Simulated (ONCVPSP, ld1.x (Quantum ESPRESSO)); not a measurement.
# Potentials for N (Z = 7) compared

Generated with ld1.x 7.5 (TM, RRKJ, ultrasoft, PAW), atompaw 4.2 or ONCVPSP 4.0.1. The cutoff is in Ry: for ld1.x and atompaw files where the sum of valence levels is converged to 10 mRy in a Bessel basis, for ONCV files where the hardest occupied wave has 1 mHa per electron of residual kinetic energy. The error is the largest all-electron minus pseudo excitation energy over each file’s own four to seven test configurations (ionisations up to +4, promotions, holes and added fractions of an electron), all of which were solved. The labels leave out finer settings (local radius, basis sizes, second energies), which also bear on the numbers. Spin-polarised tests are not counted. The rows are a selection from randomly drawn settings: files with unsolved tests, undetermined cutoffs or missed reference levels are left out.

A true bound ghost makes a file unfit for plane-wave use even where its test errors are small: the radial tests pick states by their node count and pass the ghost by.

| potential | cutoff (Ry) | largest error (meV) | bound ghosts |
| --- | --- | --- | --- |
| ONCV, LDA (Perdew-Zunger), scalar-relativistic, rc 0.95/2.25 (sp), local smoothed, core correction yes, reference 2s2 2p1, qcut 7.3/7, projectors 1/2 | 83 | +1377 | none |
| ONCV, LDA (Perdew-Zunger), scalar-relativistic, rc 0.50/2.55/2.45 (spd), local smoothed, core correction no, reference 1s2 2s2 2p3, qcut 30.6/4.7/3.5, projectors 2/3/2 | 612 | +5089 | d |
| TM, PBE, scalar-relativistic, rc 0.80/1.55/1.45 (spd), local s, core correction no, reference 2s2 2p2 | 60 | +981 | none |
| ONCV, LDA (Perdew-Zunger), scalar-relativistic, rc 0.70/1.80 (sp), local smoothed, core correction yes, reference 2s2 2p2, qcut 11/7.5, projectors 3/3 | 106 | +1600 | s |
| TM, PBE, scalar-relativistic, rc 0.65/1.30 (sp), local smoothed, core correction yes, reference 2s2 2p3 | 160 | +612 | none |
| ONCV, PBE, scalar-relativistic, rc 1.05/1.20/1.15 (spd), local smoothed, core correction no, reference 2s2 2p3, qcut 7.6/6.2/8.7, projectors 2/2/3 | 214 | +618 | d |

Question: Fill in the row for N: ONCV, BLYP, scalar-relativistic, rc 0.95/1.85 (sp), local smoothed, core correction yes, reference 2s2 2p1.5, qcut 5.3/7.9, projectors 1/2.

Answer: cutoff 308 Ry, largest error +138 meV, bound ghosts: none.

Question: Fill in the row for N: ONCV, PBE, scalar-relativistic, rc 0.85/2.60/2.65 (spd), local smoothed, core correction yes, reference 2s1.5 2p3.5, qcut 6.7/5.1/4.2, projectors 2/2/2.

Answer: cutoff 102 Ry, largest error +1861 meV, bound ghosts: p.
